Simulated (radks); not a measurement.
Question: Species: Fe III. Configuration: [Ar] 3d4 4f2 (not the ground configuration). Method: scalar-relativistic Kohn-Sham, MS2 meta-GGA, spin-polarised, spherical densities, finite nucleus; open shells are filled with parallel spins first; meta-GGA in the generalised Kohn-Sham scheme; Fermi nuclear charge, rms radius 3.7377 fm; computed with a radial shooting solver on a logarithmic mesh with Libxc functionals. Some entries of the table are withheld. Estimate them.

orbital  occ.  eigenvalue (eV)  <r> (bohr)
1s up       1        -7061.565     0.05841
1s down     1        -7061.525     0.05841
2s up       1        -876.1019      0.2662
2s down     1        -874.2301      0.2656
2p up       3        -750.3550      0.2357
2p down     3        -748.5913      0.2351
3s up       1        -144.5937      0.7918
3s down     1        -138.9783      0.7964
3p up       3              (1)      0.8268
3p down     3              (2)      0.8336
3d up       4         -52.3253      0.9158
3d down     0         -45.9347      0.9430
4s up       0              (3)       2.158
4p up       0         -24.2098       2.478
4d up       0         -14.0396       3.388
4f up       2          -7.6310       4.740

Answer: 
(1) 3p up eigenvalue (eV): -108.4776
(2) 3p down eigenvalue (eV): -102.5689
(3) 4s up eigenvalue (eV): -32.0130
